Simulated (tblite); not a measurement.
Species: C₅H₉O₃ (doublet state).
Cartesian coordinates in Å at the GFN2-xTB level; atoms count from 1:
```
atom  x, y, z in Å
C1     2.6990    0.3075   -0.3769
O2     1.5711   -0.5220   -0.5350
C3     0.3640    0.0555   -0.2544
O4     0.3470    1.0846    0.6805
C5    -0.8358    0.9358    1.4224
O6    -1.2711   -0.3801    1.2987
C7    -0.8074   -0.8550    0.0347
C8    -1.8928   -0.7762   -1.0412
H9     2.6252    1.1940   -1.0143
H10    3.5578   -0.2924   -0.6711
H11    2.8012    0.6313    0.6627
H12   -1.5909    1.6524    1.0448
H13   -0.6286    1.1488    2.4769
H14   -0.4882   -1.8959    0.1643
H15   -2.2103    0.2534   -1.1855
H16   -2.7501   -1.3716   -0.7393
H17   -1.4971   -1.1582   -1.9774
```

Computed with GFN2-xTB (tblite): harmonic, unscaled wavenumbers at the GFN2-xTB geometry, gas phase. Against measured fundamentals such values can be off by several per cent, at times by over 20. One conformer, not necessarily the lowest. Open shells enter through the occupations alone, without spin polarisation, and single modes of such species can be off by tens of per cent.

Harmonic wavenumbers (cm⁻¹): 54.8, 74.7, 143.8, 163.5, 186.7, 214.3, 260.4, 331.5, 468.3, 535.5, 644.8, 719.7, 838.6, 894.8, 1008.6, 1020.0, 1037.6, 1041.0, 1078.8, 1086.8, 1094.1, 1117.3, 1143.0, 1162.6, 1202.2, 1213.1, 1286.2, 1312.6, 1316.0, 1386.6, 1396.4, 1448.1, 1470.4, 1475.4, 1483.3, 1485.8, 2787.0, 2905.4, 2935.2, 2941.0, 2959.5, 3029.2, 3043.8, 3048.9, 3055.6.

A = 3489, B = 1689, C = 1291 MHz; mass 117.055 u (most abundant isotopes); point group C1, symmetry number 1; spin multiplicity 2.

Question: Zero-point energy?

Answer: Half the sum of the wavenumbers: 29751 cm⁻¹ = 355.91 kJ/mol.

Question: Give the ideal-gas entropy at 273.15 K and 1 bar in the rigid-rotor, harmonic-oscillator model (classical rotation).

Answer: Translation 166.43, rotation 116.63, vibration 93.31, spin (R ln 2) 5.76: S = 382.1 J/(mol K).

Question: And Cp and H(273.15 K) − H(0)?

Answer: Cp = 127.15 J/(mol K), of which vibrations give 93.89 (their classical limit is 45 R = 374.2); H(273.15 K) − H(0) = 22.52 kJ/mol without the zero-point energy, 13.44 from vibrations.

Question: Which modes carry the vibrational entropy at 273.15 K?

Answer: 54.8 cm⁻¹: 18.67; 74.7 cm⁻¹: 16.12; 143.8 cm⁻¹: 10.82; 163.5 cm⁻¹: 9.81; 186.7 cm⁻¹: 8.78; 214.3 cm⁻¹: 7.73 J/(mol K); the other 39 give 21.37 together.

Question: What must be added to the electronic energy to get the Gibbs energy at 273.15 K and 1 bar?

Answer: ZPE + [H(273.15 K) − H(0)] − T·S = 355.91 + 22.52 − 104.38 = 274.05 kJ/mol.

Question: Blend soft modes into free rotors: weight 1/[1 + (100 cm⁻¹/ν̃)⁴] for the oscillator and the rest for a rotor with moment μB/(μ + B), μ = h/(8π²ν), B = 10⁻⁴⁴ kg m². What vibrational entropy results?

Answer: 86.49 J/(mol K) in place of 93.31, which changes −T·S at 273.15 K by +1.87 kJ/mol.

Question: How do the functions run with temperature in this model?

Answer: 
| T (K) | S (J/(mol K)) | Cp (J/(mol K)) | H − H(0) (kJ/mol) | G − H(0) (kJ/mol) | ln q(vib) |
| --- | --- | --- | --- | --- | --- |
| 150 | 318.9 | 89.4 | 9.29 | -38.54 | 2.56 |
| 250 | 371.2 | 119.2 | 19.67 | -73.14 | 4.80 |
| 298.15 | 393.7 | 136.1 | 25.81 | -91.56 | 5.84 |
| 400 | 438.9 | 173.2 | 41.57 | -133.97 | 8.02 |
| 600 | 521.3 | 234.0 | 82.65 | -230.13 | 12.25 |
| 900 | 628.2 | 292.2 | 162.35 | -403.05 | 18.35 |

q(vib) and H(0) count from the zero-point level.

Hindered rotation and anharmonicity are outside this model. Other conformers, if any are populated, would add a mixing term that is left out. The structure is chiral; the term R ln 2 for an equal mix with its mirror image is left out.
